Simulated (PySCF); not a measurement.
Compound: C5H11NSi.
Numbering: `[CH3:1]/[N:2]=[CH:3]/[CH:4]1[CH2:5][SiH2:6][CH2:7]1` (hydrogens: H8, H9, H10 on C1; H11 on C3; H12 on C4; H13, H14 on C5; H15, H16 on Si6; H17, H18 on C7)

The same species was optimised twice, with GFN2-xTB and with PBE0-D3(BJ)/def2-SVP (PySCF), and the same property calculations (PySCF, gas phase) were run on both structures.

```csv
coordinate,GFN2-xTB,PBE0-D3(BJ)/def2-SVP,change
Si6–C7 (Å),1.905,1.890,-0.015
C5–Si6 (Å),1.912,1.898,-0.014
C4–C5 (Å),1.553,1.566,+0.013
C3–C4 (Å),1.486,1.497,+0.011
N2=C3 (Å),1.254,1.263,+0.009
C4–C7 (Å),1.542,1.549,+0.007
C1–N2 (Å),1.427,1.434,+0.007
C4–C5–Si6 (°),90.8,86.5,-4.3
C4–C7–Si6 (°),91.4,87.3,-4.1
C3–C4–C5 (°),111.2,113.4,+2.2
C5–Si6–C7 (°),76.9,78.9,+2.0
C1–N2–C3 (°),120.7,119.0,-1.7
C3–C4–C7 (°),115.2,116.3,+1.1
C5–C4–C7 (°),100.1,101.1,+1.0
N2–C3–C4 (°),122.7,122.9,+0.2
N2–C3–C4–C5 (°),110,112,+2
```

Rotational constants: A = 5405, B = 1105, C = 1051 MHz (GFN2-xTB) against A = 6222, B = 1049, C = 982.8 MHz (PBE0-D3(BJ)/def2-SVP). Point groups within 0.08 Å: C1 and C1.

On the GFN2-xTB structure: lowest singlet, TDDFT (eV) 5.15 [PBE0/def2-SVPD]; lowest triplet, Tamm–Dancoff (eV) 4.36 [PBE0/def2-SVPD]; isotropic polarisability (au) 94.4 [PBE0/def2-SVPD]; HOMO (eV) -7.07 [PBE0/def2-SVPD]; LUMO (eV) -0.11 [PBE0/def2-SVPD]; dipole (D) 1.33 [PBE0/def2-SVPD]; HOMO (eV) -7.04 [PBE0/pcSseg-1]; LUMO (eV) 0.04 [PBE0/pcSseg-1]; dipole (D) 1.30 [PBE0/pcSseg-1]; GIAO shielding of C1 (ppm) 136.5 [PBE0/pcSseg-1]; GIAO shielding of N2 (ppm) -87.0 [PBE0/pcSseg-1]; GIAO shielding of C3 (ppm) 17.7 [PBE0/pcSseg-1]; GIAO shielding of C4 (ppm) 147.8 [PBE0/pcSseg-1]; GIAO shielding of C5/C7 (mean) (ppm) 176.0 [PBE0/pcSseg-1]; GIAO shielding of Si6 (ppm) 393.5 [PBE0/pcSseg-1].

Q: What do these properties become on the PBE0-D3(BJ)/def2-SVP structure?

A: 
```tsv
property	level	on GFN2-xTB	on PBE0-D3(BJ)/def2-SVP	change
lowest singlet, TDDFT (eV)	PBE0/def2-SVPD	5.15	5.12	-0.03
lowest triplet, Tamm–Dancoff (eV)	PBE0/def2-SVPD	4.36	4.33	-0.03
isotropic polarisability (au)	PBE0/def2-SVPD	94.4	96.6	+2.2
HOMO (eV)	PBE0/def2-SVPD	-7.07	-7.16	-0.09
LUMO (eV)	PBE0/def2-SVPD	-0.11	-0.20	-0.09
dipole (D)	PBE0/def2-SVPD	1.33	1.43	+0.10
energy, GFN2-xTB geometry as zero (kcal/mol)	PBE0/def2-SVPD	0.0	-3.0	-3.0
HOMO (eV)	PBE0/pcSseg-1	-7.04	-7.14	-0.10
LUMO (eV)	PBE0/pcSseg-1	0.04	-0.05	-0.09
dipole (D)	PBE0/pcSseg-1	1.30	1.42	+0.12
energy, GFN2-xTB geometry as zero (kcal/mol)	PBE0/pcSseg-1	0.0	-2.6	-2.6
GIAO shielding of C1 (ppm)	PBE0/pcSseg-1	136.5	134.0	-2.5
GIAO shielding of N2 (ppm)	PBE0/pcSseg-1	-87.0	-94.1	-7.1
GIAO shielding of C3 (ppm)	PBE0/pcSseg-1	17.7	13.4	-4.3
GIAO shielding of C4 (ppm)	PBE0/pcSseg-1	147.8	142.6	-5.2
GIAO shielding of C5/C7 (mean) (ppm)	PBE0/pcSseg-1	176.0	172.4	-3.6
GIAO shielding of Si6 (ppm)	PBE0/pcSseg-1	393.5	388.2	-5.3
```

The heavy atoms differ by 0.165 Å rms after alignment. Among bonds between heavy atoms C5–Si6 and Si6–C7 change most and about equally (-0.015 to -0.014 Å). Changes are differences of the printed values. Neither structure is proved a minimum here.

Shape of the structure used: `[CH3:1]/[N:2]=[CH:3]/[CH:4]1[CH2:5][SiH2:6][CH2:7]1`: N2–C3–C4–C5 112°.
